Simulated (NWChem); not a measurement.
Species: AlP3H6; SMILES [PH2][Al]([PH2])[PH2]

```xyz
10

Al     0.0016     0.0012     0.0360
P     -2.0910    -1.0758     0.0373
H     -1.7320    -2.0731    -0.9156
H     -2.6930    -0.2066    -0.9187
P      0.1199     2.3471    -0.0870
H      1.0971     2.5012     0.9389
H     -0.9934     2.5856     0.7702
P      1.9780    -1.2679    -0.0870
H      1.5239    -2.3120     0.7700
H      2.6730    -0.5635     0.9386
```
Atoms are numbered in this order, from 1.

Computed with NWChem. Medium grid unless said otherwise, to which SCAN and Minnesota functionals are sensitive. Coordinates come from a B3LYP/6-31G* (spherical d) optimisation. Total energies of different functionals are on different scales.

```tsv
level	energy (Ha)	highest occupied level (eV)	orbital gap (eV)	dipole (D)
B3LYP/def2-SVP	-1269.8030	-6.72	5.09	0.75
PBE/def2-SVP	-1269.0993	-5.94	3.75	0.79
PW6B95/def2-SVP	-1270.8327	[?]	[?]	0.77
r2SCAN/def2-SVP	-1269.6217	-6.23	4.17	0.87
LC-BLYP (range parameter 0.33 per bohr)/def2-SVP	-1268.8341	-9.05	9.38	0.84
PW91/def2-SVP	-1269.6645	-5.98	3.74	0.77
MN15-L/def2-SVP	-1269.4096	-6.34	4.17	0.85
```

**Question.** Some entries are withheld; supply them.

**Answer.** 
- PW6B95/def2-SVP, highest occupied level (eV): -7.02
- PW6B95/def2-SVP, orbital gap (eV): 5.50
